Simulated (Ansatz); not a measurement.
`CB(P)C[SiH3]` + H₂ → `CBP` + `C[SiH3]` at 298.15 K and 1 bar (hydrogenolysis of a B–C bond).

Calculated with Ansatz (gas phase, PBE0-D4/def2-TZVP geometries, no zero-point term in ΔE). CBS: MP2 limit from def2 TZ/QZ plus the TZ coupled-cluster correction, frozen cores. This one scheme is used for every species. One conformer a species, not always the lowest.

| species | CCSD(T)/CBS energy (Eh) | H − E (kJ/mol) | S (J/(mol·K)) |
| --- | --- | --- | --- |
| `CB(P)C[SiH3]` | -736.94794 | 316.6 | 394.2 |
| H₂ | -1.17544 | 35.1 | 130.4 |
| `CBP` | -407.38441 | 190.6 | 297.5 |
| `C[SiH3]` | -330.73916 | 173.3 | 255.5 |

H − E and S are ideal-gas, rigid-rotor, harmonic terms from PBE0-D4/def2-TZVP, for one conformer and one mirror image of each species. For small species the MP2-based limit differs from directly extrapolated CCSD(T) by up to some mEh (0.8 for H₂); such offsets cancel only in part. 1 Eh = 2625.50 kJ/mol, R = 8.31446 J/(mol·K).

By hand: ΔE, ΔH, ΔS and ΔG.

ΔE = (-407.38441) + (-330.73916) − (-736.94794) − (-1.17544) = -0.00019 Eh = -0.5 kJ/mol. Δ(H − E) = 190.6 + 173.3 − 316.6 − 35.1 = 12.2, so ΔH = 11.7 kJ/mol. ΔS = 297.5 + 255.5 − 394.2 − 130.4 = 28.4 J/(mol·K). ΔG = 11.7 − 298.15 × (28.4)/1000 = 3.2 kJ/mol.

By hand: the equilibrium constant, and the temperature at which ΔG would vanish if ΔH and ΔS stayed fixed.

log₁₀ K = −ΔG/(RT ln 10) = -0.6. ΔG = 0 at ΔH/ΔS = 412 K.

TΔS isn't small against ΔH here. The sign of ΔG lies within the doubt. A doubt of 5 kJ/mol in ΔE shifts log₁₀ K by 0.9 here. Other conformers and mirror images would add mixing entropy, several J/(mol·K) or more a flexible species. Modes under 60 cm⁻¹, often nearly free rotors, make the harmonic entropy too high. These are equilibria of isolated gas molecules and say nothing of rates. Largest T1 diagnostic: 0.015 (customary marks: 0.02 for closed shells, 0.045 for open ones).
